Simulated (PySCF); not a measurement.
## A small calculation by hand: chemical shift, span and skew from a shielding tensor

Cl2FHOSi, SMILES O[Si](F)(Cl)Cl. Atoms are numbered in the order given.

```xyz
6

O     -1.5712    -0.8520    -0.5040
Si    -0.2439    -0.1672     0.1576
F     -0.2324    -0.3650     1.7558
Cl     1.3899    -1.0957    -0.6195
Cl    -0.1839     1.8526    -0.1811
H     -2.4256    -0.4243    -0.3660
```

The structure is a stationary point at B3LYP-D3(BJ)/def2-SVP. Other conformers were not sampled.

GIAO shieldings from PBE0/pcSseg-1 (PySCF), non-relativistic, no solvent. The symmetric part of the tensor of F3 has the principal values 228.6, 232.9, 354.5 ppm. The same nucleus in CFCl3 has σ = 167.2 ppm at this level (PySCF, at its B3LYP-D3(BJ)/def2-TZVP geometry). Without spin–orbit terms, shifts of atoms bonded to Cl or Br come out too high.

Problem. Work out the isotropic shielding, the ¹⁹F shift against CFCl3, the span and the skew.

Solution. 
σ(iso) = (σ11 + σ22 + σ33)/3 = 272.0 ppm. δ = σ(ref) − σ(iso) = 167.2 − (272.0) = -104.8 ppm.
Span Ω = σ33 − σ11 = 125.9 ppm. Skew κ = 3(σ(iso) − σ22)/Ω = 0.93. Tumbling in solution averages the tensor to δ; in a static solid the shielding alone would spread this spin-1/2 line over Ω.
